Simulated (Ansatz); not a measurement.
Gas-phase reaction in SMILES: C[N](C)[GeH3] [N-germyl-N-methylmethanamine] -> C[N](C)[GeH2-] + H+
Structures are relaxed separately at B3LYP-D3(BJ)/def2-TZVP in Ansatz (a first-principles code), one conformer each, not searched for the lowest. Frequencies are from Ansatz.

Quantity: gas-phase deprotonation energy (enthalpy at 298 K, with B3LYP-D3(BJ) rigid-rotor harmonic-oscillator terms), in eV. Correlated levels leave the core frozen unless marked. No spin-orbit coupling. The frozen core is the preceding noble-gas configuration, with the filled d and f shells of earlier blocks. Non-relativistic. Anions need diffuse functions: aug- sets have them; def2-D sets add few; the other sets have none. CBS(X,Y): correlation extrapolated as X^-3; Hartree-Fock from the larger set.

CCSD(T)/CBS(aug-cc-pVTZ,aug-cc-pVQZ) (Ansatz) gives 15.60 eV.

Q: Another calculation gave 15.70 eV. Which level was it?
A) PBE/def2-TZVPD (Ansatz)
B) SVWN5/def2-TZVPD (Ansatz)
C) PBE-QIDH/def2-TZVPD (Ansatz)
D) B3LYP/def2-TZVPD (Ansatz)

A: C, PBE-QIDH/def2-TZVPD (Ansatz). The others give 15.50 (B3LYP), 15.34 (PBE), 15.01 (SVWN5) eV.
